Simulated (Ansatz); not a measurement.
The cluster Li8Sn⁺: single points at one geometry.

```yaml
crystal:
  periodic: [false, false, false]
  atoms:
    - {symbol: Li, position_ang: [3.767876, 2.410546, 1.056982]}
    - {symbol: Li, position_ang: [1.138914, 1.299901, 2.489179]}
    - {symbol: Li, position_ang: [-2.698226, -2.873925, -2.363969]}
    - {symbol: Li, position_ang: [-0.783244, -2.359634, 0.188999]}
    - {symbol: Li, position_ang: [2.021609, -0.161273, 0.177396]}
    - {symbol: Li, position_ang: [-0.651011, -0.411846, -1.890642]}
    - {symbol: Li, position_ang: [0.769673, 2.376709, -0.164530]}
    - {symbol: Li, position_ang: [-2.980427, -0.531646, -0.211524]}
    - {symbol: Sn, position_ang: [-0.585175, 0.251167, 0.718120]}
basis:
  gaussian: {orbitals: def2-TZVP, initial_orbitals: start.molden}
total_charge: 1
magnetization: {spin_polarized: true, initial_magnetization: 1}
hamiltonian: {xc: pbe, dispersion: d4}
scf: {omitted_lower_state_checks: [starts]}
output: {orbitals: {seedname: orbitals}}
```

The file start.molden holds the orbitals of an earlier run on this structure, at another level or in another basis.

```sh
$ ansatz run in.yaml --threads 4 --pin off --events-out ev --progress --plain --max-ram 3916MiB
```

It prints (some lines left out):

```
Functional definition: PBE
1420 factors; their error is unknown
mean field evaluation 1: about -7461.2212 eV, gradient 6.0e0 eV
mean field evaluation 2: about -7461.3038 eV, gradient 1.3e-1 eV
mean field evaluation 4: about -7461.2989 eV, gradient 6.2e-3 eV
mean field -7461.29891928 eV, -274.1976778336 hartree, gradient 2.2e-5 eV, S^2 0.760432; 0 other end points of the search recorded, 0 dependent functions left out
reference -7461.29898977 eV, -274.1976804239 hartree; 23, 22 occupied and 139, 140 virtual orbitals, 1420 factors
Total energy: -7461.38806711 eV, -274.2009539557 hartree
Checks for a lower state left out: starts
```

It took 3.8 s on 4 threads of Arm Neoverse V1 on a shared host.

The first input with `hamiltonian: {xc: {name: LC-wPBE, parameters: {omega: 0.1/bohr}}}` (abridged; 7 s):

```
Functional definition: LC-wPBE
mean field -7462.17905282 eV, -274.2300221443 hartree, gradient 2.4e-5 eV, S^2 0.771196
Total energy: -7462.17905297 eV, -274.2300221502 hartree
Checks for a lower state left out: starts
```

The first input with `hamiltonian: {xc: {name: LC-wPBE, parameters: {omega: 0.15/bohr}}}` (abridged; 11 s):

```
Functional definition: LC-wPBE
mean field -7462.28992135 eV, -274.2340964880 hartree, gradient 5.4e-6 eV, S^2 0.783433
Total energy: -7462.28992142 eV, -274.2340964905 hartree
Checks for a lower state left out: starts
```

The first input with `hamiltonian: {xc: {name: LC-wPBE, parameters: {omega: 0.2/bohr}}}` (abridged; 11 s):

```
Functional definition: LC-wPBE
mean field -7462.42297877 eV, -274.2389862580 hartree, gradient 1.5e-5 eV, S^2 0.794994
Total energy: -7462.42297881 eV, -274.2389862594 hartree
Checks for a lower state left out: starts
```

First input, but with `hamiltonian: {xc: {name: LC-wPBE, parameters: {omega: 0.3/bohr}}}` (abridged; 13 s):

```
Functional definition: LC-wPBE
mean field -7462.84486705 eV, -274.2544903662 hartree, gradient 6.9e-6 eV, S^2 0.812344
Total energy: -7462.84486707 eV, -274.2544903669 hartree
Checks for a lower state left out: starts
```

The first input with `hamiltonian: {xc: r2scan, dispersion: d4}` (abridged; 11 s):

```
Functional definition: r2SCAN
mean field -7467.38710447 eV, -274.4214145125 hartree, gradient 1.5e-5 eV, S^2 0.797860
Total energy: -7467.40544937 eV, -274.4220886753 hartree
Checks for a lower state left out: starts
```

The first input with `hamiltonian: {xc: pbe0, dispersion: d4}` (abridged; 6.5 s):

```
Functional definition: PBE0
mean field -7462.41456885 eV, -274.2386771988 hartree, gradient 1.9e-5 eV, S^2 0.774262
Total energy: -7462.49274023 eV, -274.2415499443 hartree
Checks for a lower state left out: starts
```

Geometry: PBE0-D4/def2-SVP, that of the neutral singlet.

In the def2 sets Sn takes a core potential; there is no spin–orbit coupling. The structure comes from a short search, and lower isomers may exist.
